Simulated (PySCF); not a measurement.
**From computed data to an observable: oscillator strength and radiative lifetime**

B(OMe)3 (C3H9BO3), SMILES COB(OC)OC.

The structure is a stationary point at PBE0-D3(BJ)/def2-SVP. The isomer is the one that the SMILES or the coordinates give; other isomers of the formula were not compared. One conformer was computed; it need not be the lowest.

TDA-B3LYP/def2-SVPD in PySCF puts the first singlet state with f over 0.02 at 8.01 eV (vertical), with the transition dipole (0.333, -0.073, -0.400) in atomic units.

Find the oscillator strength, the wavelength and the radiative lifetime that this transition would have in vacuum if emission retraced absorption.


|μ|² = 0.2762 au, so |μ| = 1.34 D. ΔE = 8.01/27.211 = 0.2944 hartree. f = (2/3) ΔE |μ|² = 0.054 (the program prints 0.054).
λ = 1239.84/8.01 = 155 nm; ν = 64605 cm⁻¹.
Einstein's coefficient A = 0.6670 ν² f s⁻¹ (ν in cm⁻¹) = 1.5e8 s⁻¹, so τ = 1/A = 6.6 ns. This state is S3; the lower singlets have f = 0.000, 0.000. The figure is the radiative limit of this one transition; relaxation, internal conversion, crossing to triplets and a medium change what is measured.
